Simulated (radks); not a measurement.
All-electron atom: S3+ in [Ne] 3s2 3p1 (the NIST ground configuration). All-electron calculation, scalar-relativistic Kohn-Sham, BP86, spin-unpolarised, spherical densities, finite nucleus; Fermi nuclear charge, rms radius 3.2611 fm. Program: a radial shooting solver on a logarithmic mesh with Libxc functionals.

Unscreened Slater integrals over Kohn-Sham orbitals (eV). Empty in this configuration: 3d.

F0(3p,3p): 14.776
F2(3p,3p): 7.5775
F0(3p,3s): 15.398
G1(3p,3s): 10.329
F0(3p,2p): 19.942
F2(3p,2p): 3.6648
G0(3p,2p): 1.5120
G2(3p,2p): 1.5137
F0(3p,2s): 19.688
G1(3p,2s): 1.1672
F0(3p,3d): 13.445
F2(3p,3d): 6.6837
G1(3p,3d): 8.3925
G3(3p,3d): 5.1323
F0(3s,3s): 16.116
F0(3s,2p): 21.296
G1(3s,2p): 1.7000
F0(3s,2s): 21.096
G0(3s,2s): 1.3560
F0(3s,3d): 13.931
G2(3s,3d): 6.4010
F0(2p,2p): 56.662
F2(2p,2p): 26.221
F0(2p,2s): 53.623
G1(2p,2s): 31.778
F0(2p,3d): 16.611
F2(2p,3d): 2.4614
G1(2p,3d): 1.4869
G3(2p,3d): 0.83469
F0(2s,2s): 51.619
F0(2s,3d): 16.596
G2(2s,3d): 1.2048
F0(3d,3d): 12.438
F2(3d,3d): 6.1930
F4(3d,3d): 3.9548

Derived for the open shells (J is the average intra-shell exchange parameter used in DFT+U). 3p: J = F2/5 = 1.516 eV.
